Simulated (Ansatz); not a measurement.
Consider the ligand exchange at a Zr–N bond: `C[NH][Zr]([Cl])([Cl])[Cl]` + HI → `[Cl][Zr]([Cl])([Cl])[I]` + CH₃NH₂.

Gas-phase electronic energies from Ansatz, PBE0-D4/def2-TZVP geometries. CCSD(T)/CBS adds triple-zeta CCSD(T) − MP2 to the extrapolated MP2 energy (def2 sets, frozen cores). DFT in def2-TZVPP. B3LYP here is the variant with VWN-RPA as its local correlation; programs differ in this. def2 core potentials past Kr. For I, Zr outer-core shells are correlated without core-valence functions, which leaves a few kJ/mol of doubt a bond. Each species was taken in one conformer, which may not be the lowest.

Q: Is it downhill or uphill in electronic energy at CCSD(T)/CBS, and by how much? (Estimate.)

A: Ansatz gave: Downhill: ΔE = -0.71 eV.

Q: What do these levels give: r2SCANh-D4, ωB97M-V, revPBE, BLYP, PBE0, B3LYP, r2SCANh, BHLYP, CAM-B3LYP, CCSD/def2-SVP, CCSD/def2-TZVPP, MP2/CBS(def2)? (Estimate.)

A: Computed: r2SCANh-D4 -0.70, ωB97M-V -0.63, revPBE -0.70, BLYP -0.64, PBE0 -0.73, B3LYP -0.67, r2SCANh -0.71, BHLYP -0.70, CAM-B3LYP -0.60, CCSD/def2-SVP -0.48, CCSD/def2-TZVPP -0.63, MP2/CBS(def2) -0.82 eV.

Q: What do rigid-rotor, harmonic-oscillator terms from PBE0-D4/def2-TZVP frequencies (298.15 K, 1 bar) make of the CCSD(T)/CBS value? (An estimate is asked.)

A: Ansatz gave: ΔZPE = +0.17 eV, ΔH = -0.57 eV, ΔS = -1 J/(mol·K), ΔG = -0.56 eV.

Largest T1 diagnostic among the species: 0.015.

Leaving LDA and LC-ωPBE aside and taking each functional with its dispersion term where it has one, the values, not all of them listed here, spread over 0.18 eV, from PBE-QIDH to CAM-B3LYP-D4. LDA lies +0.06 eV from PBE without D4. From BLYP to BHLYP (50 % exact exchange), in def2-TZVPP and without D4, ΔE moves by −0.06 eV.
